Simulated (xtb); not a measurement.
C4H11O2, charge +1, singlet, from a rough starting geometry; GFN2-xTB (xtb).

Input for xtb:
```
$ xtb mol.xyz --gfn 2 --chrg 1 --opt vtight --json

# file mol.xyz
17

C      2.34828417    -0.32601980     0.26505112
O      1.16311360    -0.36939211     1.00709777
C      0.09646027     0.66683067     0.63851029
C     -0.66762022     0.04282045    -0.52768616
C     -2.12812016     0.52121353    -0.49773158
O     -0.59799143    -1.38716280    -0.34128300
H      2.23775317    -0.44865391    -0.84053527
H      3.00036334    -1.13728248     0.60917648
H      2.90120876     0.62692808     0.46585262
H      0.57170179    -1.21012630     0.78645383
H     -0.48986168     0.80375414     1.43468217
H      0.66170785     1.57200872     0.28728667
H     -0.29132990     0.27882506    -1.51830411
H     -2.67361618     0.07711561    -1.34180254
H     -2.61365086     0.19752439     0.39374472
H     -2.13165908     1.61218616    -0.55214622
H     -1.41554062    -1.83257470    -0.58133542
```

Output, abridged:

```
   ID    Z sym.   atoms
    1    6 C      1, 3-5
    2    8 O      2, 6
    3    1 H      7-17

           -------------------------------------------------
          |                Calculation Setup                |
           -------------------------------------------------

           -------------------------------------------------
          |                 G F N 2 - x T B                 |
           -------------------------------------------------

          ...................................................
          :                      SETUP                      :
          :.................................................:
          :  # basis functions                  35          :
          :  # atomic orbitals                  35          :
          :  # shells                           23          :
          :  # electrons                        38          :
          :  max. iterations                   250          :
          :  Hamiltonian                  GFN2-xTB          :
          :  restarted?                      false          :
          :  GBSA solvation                  false          :
          :  PC potential                    false          :
          :  electronic temp.          300.0000000     K    :
          :  accuracy                    1.0000000          :
          :  -> integral cutoff          0.2500000E+02      :
          :  -> integral neglect         0.1000000E-07      :
          :  -> SCF convergence          0.1000000E-05 Eh   :
          :  -> wf. convergence          0.1000000E-03 e    :
          :  Broyden damping             0.4000000          :
          :  net charge                          1          :
          :  unpaired electrons                  0          :
          ...................................................

 iter      E             dE          RMSdq      gap      omega  full diag
   1    -22.0269395 -0.220269E+02  0.384E+00    8.73       0.0  T
   2    -22.0513492 -0.244097E-01  0.237E+00    7.88       1.0  T
   3    -22.0525762 -0.122697E-02  0.689E-01    7.65       1.0  T
   4    -22.0532459 -0.669719E-03  0.149E-01    7.64       1.0  T
   5    -22.0533184 -0.724857E-04  0.685E-02    7.68       1.0  T
   6    -22.0533219 -0.356924E-05  0.235E-02    7.70       1.0  T
   7    -22.0533230 -0.110142E-05  0.608E-03    7.70       4.0  T
   8    -22.0533231 -0.444582E-07  0.234E-03    7.70      10.4  T
   9    -22.0533231 -0.804845E-08  0.515E-04    7.70      47.1  T
  10    -22.0533231 -0.175440E-09  0.207E-04    7.70     117.1  T

   *** convergence criteria satisfied after 10 iterations ***

         :::::::::::::::::::::::::::::::::::::::::::::::::::::
         ::                     SUMMARY                     ::
         :::::::::::::::::::::::::::::::::::::::::::::::::::::
         :: total energy             -21.827416902536 Eh    ::
         :: gradient norm              0.154313633148 Eh/a0 ::
         :: HOMO-LUMO gap              7.695906058602 eV    ::
         ::.................................................::
         :: SCC energy               -22.053309682167 Eh    ::
         :: -> isotropic ES            0.115361753532 Eh    ::
         :: -> anisotropic ES         -0.007245029543 Eh    ::
         :: -> anisotropic XC          0.007606930442 Eh    ::
         :: -> dispersion             -0.007743183216 Eh    ::
         :: repulsion energy           0.225892779631 Eh    ::
         :: add. restraining           0.000000000000 Eh    ::
         :: total charge               1.000000000000 e     ::
         :::::::::::::::::::::::::::::::::::::::::::::::::::::

      -----------------------------------------------------------
     |                   =====================                   |
     |                        A N C O P T                        |
     |                   =====================                   |
     |               Approximate Normal Coordinate               |
[...]
 * total energy  :   -21.8439682 Eh     change       -0.5521774E-03 Eh
 * total energy  :   -21.8440518 Eh     change       -0.8362168E-04 Eh
 * total energy  :   -21.8440654 Eh     change       -0.1356867E-04 Eh
 * total energy  :   -21.8441402 Eh     change       -0.7477142E-04 Eh
 * total energy  :   -21.8441587 Eh     change       -0.1850744E-04 Eh
 * total energy  :   -21.8441839 Eh     change       -0.2525144E-04 Eh
 * total energy  :   -21.8441902 Eh     change       -0.6294545E-05 Eh
 * total energy  :   -21.8441954 Eh     change       -0.5158734E-05 Eh
 * total energy  :   -21.8441980 Eh     change       -0.2606811E-05 Eh
 * total energy  :   -21.8441994 Eh     change       -0.1435001E-05 Eh
 * total energy  :   -21.8441997 Eh     change       -0.2369826E-06 Eh
 * total energy  :   -21.8441997 Eh     change       -0.7759440E-07 Eh
   *** GEOMETRY OPTIMIZATION CONVERGED AFTER 23 ITERATIONS ***
         :: total energy             -21.844199728031 Eh    ::
[...]
       ...                                ...                  ...
        35                          0.1145540               3.1172
      -------------------------------------------------------------
                  HL-Gap            0.3473760 Eh            9.4526 eV
             Fermi-level           -0.4364798 Eh          -11.8772 eV

     #   Z          covCN         q      C6AA      α(0)
     1   6 C        3.629    -0.025    21.441     6.669
     2   8 O        2.461    -0.142    16.413     5.472
     3   6 C        3.678     0.006    20.689     6.516
     4   6 C        3.720     0.088    19.236     6.264
     5   6 C        3.752    -0.145    23.361     6.892
     6   8 O        1.671    -0.420    21.226     6.220
     7   1 H        0.925     0.101     1.777     2.085
     8   1 H        0.925     0.122     1.597     1.976
     9   1 H        0.925     0.118     1.632     1.998
    10   1 H        0.787     0.404     0.479     1.089
    11   1 H        0.924     0.116     1.647     2.007
    12   1 H        0.925     0.110     1.694     2.035
    13   1 H        0.924     0.084     1.934     2.175
    14   1 H        0.925     0.090     1.875     2.141
    15   1 H        0.925     0.070     2.088     2.260
    16   1 H        0.925     0.083     1.947     2.182
    17   1 H        0.805     0.339     0.616     1.232

 Mol. C6AA /au·bohr⁶  :       1639.503113
 Mol. C8AA /au·bohr⁸  :      34041.416277
 Mol. α(0) /au        :         59.212504

Wiberg/Mayer (AO) data.
largest (>0.10) Wiberg bond orders for each atom

 ---------------------------------------------------------------------------
     #   Z sym  total        # sym  WBO       # sym  WBO       # sym  WBO
 ---------------------------------------------------------------------------
     1   6 C    3.854 --     7 H    0.977     9 H    0.973     8 H    0.969
                             2 O    0.910
     2   8 O    2.561 --     3 C    0.911     1 C    0.910    10 H    0.645
     3   6 C    3.874 --     4 C    0.970    12 H    0.968    11 H    0.959
                             2 O    0.911
     4   6 C    3.932 --     5 C    1.015     3 C    0.970     6 O    0.967
                            13 H    0.958
     5   6 C    3.979 --     4 C    1.015    15 H    0.978    14 H    0.976
                            16 H    0.975
     6   8 O    2.122 --     4 C    0.967    17 H    0.864    10 H    0.172
     7   1 H    0.990 --     1 C    0.977
     8   1 H    0.985 --     1 C    0.969
     9   1 H    0.986 --     1 C    0.973
    10   1 H    0.837 --     2 O    0.645     6 O    0.172
    11   1 H    0.987 --     3 C    0.959
    12   1 H    0.988 --     3 C    0.968
    13   1 H    0.993 --     4 C    0.958
    14   1 H    0.992 --     5 C    0.976
    15   1 H    0.995 --     5 C    0.978
    16   1 H    0.993 --     5 C    0.975
    17   1 H    0.885 --     6 O    0.864
 ---------------------------------------------------------------------------

Topologies differ in total number of bonds
Writing topology from bond orders to xtbtopo.mol

molecular dipole:
                 x           y           z       tot (Debye)
 q only:        0.688      -0.329       0.443
   full:        0.527      -0.391       0.469       2.049
molecular quadrupole (traceless):
                xx          xy          yy          xz          yz          zz
 q only:       10.107      -0.674      -2.816       1.839      -1.614      -7.291
  q+dip:        8.914       1.428      -2.805       1.342      -1.723      -6.110
   full:        9.638       0.912      -2.546       1.305      -1.880      -7.092

optimized geometry written to: xtbopt.xyz

           -------------------------------------------------
          | TOTAL ENERGY              -21.844199728031 Eh   |
          | GRADIENT NORM               0.000073460941 Eh/α |
          | HOMO-LUMO GAP               9.452582979630 eV   |
           -------------------------------------------------

normal termination of xtb
```
